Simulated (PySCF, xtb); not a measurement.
C₂H₅FO₂Si, SMILES O=CC[Si@H](O)F. Other conformers were not sampled.

Harmonic wavenumbers (cm⁻¹) from GFN2-xTB (xtb) at its own minimum, in rising order: 54, 107, 163, 192, 234, 308, 388, 522, 607, 644, 669, 795, 829, 841, 908, 981, 1028, 1124, 1173, 1377, 1446, 1731, 2448, 2787, 3009, 3054, 3510.

**Question.** What does B3LYP-D3(BJ)/def2-SVP run with PySCF give at its own minimum? (An estimate is asked for; the answer gives what the named calculation found.)

**Answer.** 71, 113, 193, 219, 294, 370, 562, 582, 621, 756, 801, 850, 877, 934, 966, 987, 1010, 1154, 1210, 1402, 1417, 1799, 2304, 2927, 3035, 3119, 3685. Paired by order, the mean absolute difference is 63 cm⁻¹ and the zero-point energies are 44.2 and 46.1 kcal/mol.
